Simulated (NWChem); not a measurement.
C$_{2}$H$_{3}$ClO$_{2}$Si; SMILES O1C=C[Si@@]1(Cl)O

```xyz
9

O     -1.8667     0.4182    -0.0009
Si    -0.2807    -0.0047    -0.0605
Cl     0.7390     1.7717     0.0107
C      0.3803    -1.3898    -1.0698
C      0.6489    -1.9412     0.1302
O      0.2253    -1.1071     1.1698
H     -2.4990    -0.3164     0.0040
H      0.5957    -1.7602    -2.0600
H      1.1211    -2.8728     0.4344
```
Atoms are numbered in this order, from 1.

Level: B3LYP/6-31G* (spherical d) (NWChem), optimised geometry, unscaled harmonic frequencies. 

```tsv
frequency (cm⁻¹)	IR intensity (km/mol)
140	23.5
160	5.2
244	14.7
256	21.4
318	66.9
417	25.1
493	71.3
639	26.4
666	182.8
733	33.5
863	268.0
893	81.9
948	33.5
956	84.8
1037	109.4
1113	77.4
1290	6.0
1567	73.1
3208	12.4
3302	0.9
3784	93.4
```

```yaml
zero_point_energy: 32.9 kcal/mol
thermal correction to the enthalpy at 298.15 K (with zero-point energy): 37.7 kcal/mol
heat capacity Cv: 23.0 cal/(mol K)
entropy at 298.15 K and 1 atm (symmetry number 1): 81.3 cal/(mol K)
dipole_moment: 3.28 D
```

Rigid rotor and harmonic oscillator.
